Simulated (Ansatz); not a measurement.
Reactions of `Cl[SiH]1BC1`.

Computed with Ansatz on PBE0-D4/def2-TZVP structures; ΔE is electronic, products minus reactants. CCSD(T)/CBS adds triple-zeta CCSD(T) − MP2 to the extrapolated MP2 energy (def2 sets, frozen cores). Elements past krypton have def2 core potentials. For I outer-core shells are correlated without core-valence functions, which leaves a few kJ/mol of doubt a bond. One conformer a species, not always the lowest.

(1) Order these by ΔE at CCSD(T)/CBS, lowest first. (An estimate is asked.)
A. `Cl[SiH]1BC1` + `C=C[SiH2][SiH2]O` → `O[SiH]1BC1` + `C=C[SiH2][SiH2]Cl`
B. `Cl[SiH]1BC1` + `ClC1O[SiH2]1` → `B1C[SiH2]1` + `ClC1(Cl)O[SiH2]1`
C. `Cl[SiH]1BC1` + `C=C1N[SiH]1I` → `I[SiH]1BC1` + `C=C1N[SiH]1Cl`
D. `Cl[SiH]1BC1` + `O=CC[SiH3]` → `[SiH3][SiH]1BC1` + `O=CCCl`

Largest T1 diagnostic: 0.014, for `[SiH3][SiH]1BC1`.

## Answers

(1) C (-6.5 kJ/mol), A (+3.6 kJ/mol), D (+156.2 kJ/mol), B (+164.6 kJ/mol).
